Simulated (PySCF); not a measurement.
Polarisability and C₆ of Br²⁺ (bromine, charge +2)

[Ar] 3d10 4s2 4p3, high-spin 4S determinant. Computed with PySCF 2.14 in aug-cc-pVQZ-DK (8s7p5d3f2g, 93 functions), with scalar relativity by spin-free X2C-1e. Coupled (time-dependent) response in atomic units; α is the mean over directions.

| method | mean α (bohr³) | C₆ (like pair) | S(−4) |
| --- | --- | --- | --- |
| LC-wPBE | 8.200 | 39.06 | 15.19 |

S(−4) is the Cauchy moment in α(ω) = α(0) + S(−4) ω² + …

α(iu) at LC-wPBE:

```
u (hartree)  α(iu) (bohr³)
          0          8.200
     0.0500          8.162
      0.100          8.051
      0.200          7.639
      0.300          7.046
      0.500          5.676
      0.750          4.161
       1.00          3.069
       1.50          1.810
       2.00          1.190
       3.00         0.6406
       5.00         0.2878
```

A single London oscillator, α(iu) = α/(1 + u²/ω²), gives C₆ = (3/4) ω α². Matching the computed C₆ needs ω = 4 × 39.06 / (3 × 8.200²) = 0.775 hartree.

For an ion, C₆ is the dispersion term alone; charge-induced terms of lower order in 1/R come first.
